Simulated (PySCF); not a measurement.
## Working out the ionisation energy of Tc⁺

Tc⁺ [Kr] 4d5 5s1 (7S) → Tc²⁺ [Kr] 4d5 (6S). Computed with PySCF 2.14 in x2c-QZVPPall (13s8p7d4f2g, 118 functions), with scalar relativity by spin-free X2C-1e. Frozen: [Ar] 3d10. Energies in hartree (1 hartree = 27.21139 eV):

```csv
part,Tc⁺ (lower),Tc²⁺ (upper)
UHF,-4282.895618,-4282.372036
MP2 opposite-spin,-0.250488,-0.239800
MP2 same-spin,-0.153471,-0.128128
```

Q: What does Hartree-Fock give?

A: (-4282.372036) − (-4282.895618) = 0.523582 hartree = 14.247 eV.

Q: What do MP2 and SCS-MP2 (6/5 opposite-spin, 1/3 same-spin) give?

A: The opposite-spin parts differ by 0.291 eV and the same-spin parts by 0.690 eV. MP2: 14.247 + (0.291) + (0.690) = 15.228 eV. SCS-MP2: 14.247 + 1.2 × (0.291) + (0.690)/3 = 14.826 eV.

A first-order spin-orbit estimate adds 0.000 eV to MP2 (valence and next inner shell), giving 15.228 eV against 15.26 eV (semi-empirical (NIST evaluation); NIST Atomic Spectra Database, ionization energies).

What remains against the reference includes basis incompleteness, the frozen core and correlation beyond second order.
